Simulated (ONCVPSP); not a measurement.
**I (Z = 53), ONCV: configuration errors across variants**

| Item | Value |
| --- | --- |
| Element | iodine (I) |
| Generator | ONCVPSP 4.0.1 |
| Type | optimised norm-conserving Vanderbilt (ONCV) |
| Functional | PBE |
| Relativity | scalar-relativistic |
| Frozen core | [Ar] 3d10 |
| Valence charge | 25 |
| Reference configuration | 4s2 4p6 4d10 5s2 5p5 |
| Partial waves | 4s+5s: rc 1.20 bohr, ncon 4, nbas 7, qcut 13.1 1/bohr, 2 projectors; 4p+5p: rc 1.40 bohr, ncon 3, nbas 7, qcut 12.4 1/bohr, 3 projectors, debl 3.3 Ha; 4d: rc 1.50 bohr, ncon 4, nbas 9, qcut 10.4 1/bohr, 2 projectors, debl 3.5 Ha |
| Local potential | polynomial inside 0.80 bohr (lpopt 5, dvloc0 6 Ha) |
| Core correction | none |

All-electron excitation energies from the reference (eV): (1) 4s2 4p6 4d10 5s2 5p4 11.131; (2) 4s2 4p6 4d10 5s2 5p3 30.978; (3) 4s2 4p6 4d10 5s2 5p2 60.307; (4) 4s2 4p6 4d9 5s2 5p5 58.246.

4 further variants failed, have other tests or another functional or relativity, and are left out.

Errors AE − PS in meV (a dash: test not solved or not reliable):

```csv
change,(1),(2),(3),(4),bound ghosts,GHOST(+) flags above zero
base,-2.6,-8.0,-17,+53,none,s
"core correction Teter function, fcfact 5.75, rcfact 1.55",-2.7,-8.1,-18,+52,none,s
"local potential polynomial inside 0.80 bohr (lpopt 5, dvloc0 1 Ha)",-2.6,-8.0,-17,+54,none,s
d: rc 1.38,-2.6,-7.9,-17,+29,none,s
d: rc 2.14,-2.8,-8.7,-20,+337,none,"s, d"
"d: rc 1.2, qcut 13",-2.6,-7.8,-16,-2.2,none,s
s: qcut 7.3,-2.6,-7.6,-16,+54,none,s
```

(1) Give the same row for: all radii scaled by about 1.11 (s 1.34, p 1.56, d 1.66 bohr); local potential polynomial inside 0.88 bohr (lpopt 5, dvloc0 6 Ha).

Answers

(1) -2.9, -8.7, -19, +101; bound ghosts: none; GHOST(+) flags above zero: s.
